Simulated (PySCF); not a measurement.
**Continuum solvent and chemical shifts**

Atom-mapped SMILES (the numbers label the heavy atoms): `[CH3:1][CH2:2][CH2:3][S:4][Si@@H:5]([SiH3:6])[O:7][SiH3:8]`. Each H is labelled by its parent atom. Ha(C2), Ha(C3) are pro-R; Hb(C2), Hb(C3) are pro-S.

GIAO PBE0/pcSseg-1 in PySCF on one PBE0-D3(BJ)/def2-SVP conformer, non-relativistic, equivalent nuclei averaged. Solvents enter as an IEF-PCM continuum (chloroform with ε = 4.7, water with ε = 78.4) around the gas-phase geometry. Shifts are referred to TMS, CS2 computed in the same medium.

In chloroform, δ in ppm: C3 33.3, C2 29.3, C1 15.7, S4 -85.0, Si5 2.4, Si8 -39.9, Si6 -108.2, H(Si5) 5.81, H(Si8) 4.94, H(Si6) 3.45, Ha(C3) 2.44, Hb(C3) 2.44, Hb(C2) 1.58, Ha(C2) 1.41. Dipole moment 1.67 D.

**Question.** How does each δ change in the more polar medium?

**Answer.** 
```tsv
atoms	environment	Δδ, water
C3	sp3 CH2 bonded to S	+0.3
C2	sp3 CH2	+0.3
C1	methyl carbon	0.0
S4	sulfur bonded to C, Si	-4.3
Si5	silicon bonded to O, S, Si, H	+0.1
Si8	silicon bonded to O, 3 H	+0.2
Si6	silicon bonded to Si, 3 H	+0.1
H(Si5)	hydrogen on a silicon bonded to O, S, Si	+0.02
H(Si8)	hydrogen on a silicon bonded to O	-0.01
H(Si6)	hydrogen on a silicon bonded to Si	-0.01
Ha(C3)	hydrogen on an sp3 CH2 bonded to S	+0.06
Hb(C3)	hydrogen on an sp3 CH2 bonded to S	+0.06
Hb(C2)	hydrogen on an sp3 CH2	+0.02
Ha(C2)	hydrogen on an sp3 CH2	-0.03
```

Changes are relative to chloroform. The dipole moment becomes 1.83 D in water.

**Question.** Which nuclei move most (in ppm), and what does the model miss?

**Answer.** S4 (sulfur bonded to C, Si, -4.3 ppm) in water. A continuum only polarises the solute; specific hydrogen bonds, the anisotropy of aromatic solvents and changes of geometry or conformer are outside it.
